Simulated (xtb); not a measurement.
F5W (SMILES [F][W]([F])([F])([F])[F]), doublet, from a rough starting geometry (GFN-xTB shapes and energies of metal compounds can be far from the true ones) (the multiplicity is a formal guess); GFN2-xTB run with xtb.

Input for xtb:
```
$ xtb mol.xyz --gfn 2 --uhf 1 --opt vtight --json

# file mol.xyz
6

W     -0.09884341    -0.06136599     0.05417111
F      0.88658119    -0.77918320     1.45538094
F     -1.35787050     0.33763786    -1.26296452
F      0.75630209     1.56878890     0.65318566
F      1.04861057     0.25358785    -1.41477361
F     -1.37417164    -1.24069044     0.61524285
```

Q: Write the output that xtb gives for this input, abridged.

A: 
```
   ID    Z sym.   atoms
    1   74 W      1
    2    9 F      2-6

           -------------------------------------------------
          |                Calculation Setup                |
           -------------------------------------------------

           -------------------------------------------------
          |                 G F N 2 - x T B                 |
           -------------------------------------------------

          ...................................................
          :                      SETUP                      :
          :.................................................:
          :  # basis functions                  30          :
          :  # atomic orbitals                  29          :
          :  # shells                           13          :
          :  # electrons                        41          :
          :  max. iterations                   250          :
          :  Hamiltonian                  GFN2-xTB          :
          :  restarted?                      false          :
          :  GBSA solvation                  false          :
          :  PC potential                    false          :
          :  electronic temp.          300.0000000     K    :
          :  accuracy                    1.0000000          :
          :  -> integral cutoff          0.2500000E+02      :
          :  -> integral neglect         0.1000000E-07      :
          :  -> SCF convergence          0.1000000E-05 Eh   :
          :  -> wf. convergence          0.1000000E-03 e    :
          :  Broyden damping             0.4000000          :
          :  net charge                          0          :
          :  unpaired electrons                  1          :
          ...................................................

 iter      E             dE          RMSdq      gap      omega  full diag
   1    -19.5655460 -0.195655E+02  0.226E+01    0.75       0.0  T
   2    -21.9901418 -0.242460E+01  0.246E+01    1.92       1.0  T
   3    -24.5680793 -0.257794E+01  0.246E+01    0.21       1.0  T
   4    -24.5803346 -0.122552E-01  0.237E+01    0.28       1.0  T
   5    -24.5356196  0.447150E-01  0.248E+01    0.46       1.0  T
   6    -25.6138717 -0.107825E+01  0.115E+01    0.59       1.0  T
   7    -25.6473307 -0.334590E-01  0.110E+01    0.52       1.0  T
   8    -25.4242674  0.223063E+00  0.126E+01    0.67       1.0  T
   9    -24.5989026  0.825365E+00  0.355E+01    1.92       1.0  T
[...]
         :: total energy             -26.386716855929 Eh    ::
 * total energy  :   -26.3867169 Eh     change       -0.9841017E-11 Eh
 * total energy  :   -26.3871168 Eh     change       -0.3999147E-03 Eh
 * total energy  :   -26.3873121 Eh     change       -0.1953515E-03 Eh
 * total energy  :   -26.3873701 Eh     change       -0.5795687E-04 Eh
 * total energy  :   -26.3873746 Eh     change       -0.4487567E-05 Eh
 * total energy  :   -26.3873762 Eh     change       -0.1638034E-05 Eh
 * total energy  :   -26.3873768 Eh     change       -0.5801764E-06 Eh
 * total energy  :   -26.3873770 Eh     change       -0.2055672E-06 Eh
 * total energy  :   -26.3873771 Eh     change       -0.6280417E-07 Eh
   *** GEOMETRY OPTIMIZATION CONVERGED AFTER 9 ITERATIONS ***
         :: total energy             -26.387377053169 Eh    ::
[...]
      -------------------------------------------------------------
                  HL-Gap            0.0388933 Eh            1.0583 eV
             Fermi-level           -0.4104357 Eh          -11.1685 eV

     #   Z          covCN         q      C6AA      α(0)
     1  74 W        3.792     1.485   347.031    41.087
     2   9 F        0.759    -0.292    12.237     4.132
     3   9 F        0.759    -0.292    12.234     4.131
     4   9 F        0.757    -0.302    12.344     4.150
     5   9 F        0.757    -0.302    12.347     4.150
     6   9 F        0.760    -0.297    12.285     4.140

 Mol. C6AA /au·bohr⁶  :       1237.598096
 Mol. C8AA /au·bohr⁸  :      91781.876485
 Mol. α(0) /au        :         61.789250

Wiberg/Mayer (AO) data.
largest (>0.10) Wiberg bond orders for each atom

 ---------------------------------------------------------------------------
     #   Z sym  total        # sym  WBO       # sym  WBO       # sym  WBO
 ---------------------------------------------------------------------------
     1  74 W    5.033 --     3 F    1.011     2 F    1.011     6 F    1.005
                             4 F    1.004     5 F    1.003
     2   9 F    1.194 --     1 W    1.011
     3   9 F    1.195 --     1 W    1.011
     4   9 F    1.178 --     1 W    1.004
     5   9 F    1.178 --     1 W    1.003
     6   9 F    1.190 --     1 W    1.005
 ---------------------------------------------------------------------------

Topologies differ in total number of bonds
Writing topology from bond orders to xtbtopo.mol

molecular dipole:
                 x           y           z       tot (Debye)
 q only:       -0.247      -0.242       0.102
   full:       -0.329      -0.308       0.139       1.199
molecular quadrupole (traceless):
                xx          xy          yy          xz          yz          zz
 q only:       -0.596      -3.261       1.649      -1.589       2.590      -1.053
  q+dip:       -0.668      -3.799       1.826      -1.713       2.918      -1.158
   full:       -0.646      -3.720       1.781      -1.664       2.842      -1.135

optimized geometry written to: xtbopt.xyz

           -------------------------------------------------
          | TOTAL ENERGY              -26.387377053169 Eh   |
          | GRADIENT NORM               0.000099989184 Eh/α |
          | HOMO-LUMO GAP               1.058339735198 eV   |
           -------------------------------------------------

normal termination of xtb
```
